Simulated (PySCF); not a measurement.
```xyz
13

C     -1.0787     1.7560     0.0241
Ga    -0.1664    -0.0100    -0.0309
C     -1.2598    -1.6642    -0.1693
Si     2.2594    -0.1062     0.1167
H     -0.6723     2.3858     0.8284
H     -0.8917     2.2878    -0.9225
H     -2.1644     1.6579     0.1566
H     -2.0406    -1.5416    -0.9348
H     -0.6643    -2.5558    -0.4008
H     -1.7742    -1.8315     0.7908
H      2.9324     1.0857    -0.4983
H      2.6744    -0.1331     1.5614
H      2.8462    -1.3307    -0.5214
```

Charge 0, multiplicity 1.

Q: Give the Mulliken and meta-Löwdin atomic charges from PBE-D3(BJ)/def2-TZVP in PySCF.

A: 
```
atom  Mulliken (e)  meta-Löwdin (e)
----  ------------  ---------------
C1           -0.52            -0.57
Ga2           0.35             0.45
C3           -0.51            -0.57
Si4          -0.08             0.09
H5            0.14             0.13
H6            0.14             0.13
H7            0.14             0.12
H8            0.14             0.13
H9            0.14             0.13
H10           0.14             0.13
H11          -0.02            -0.06
H12          -0.02            -0.06
H13          -0.02            -0.06
```
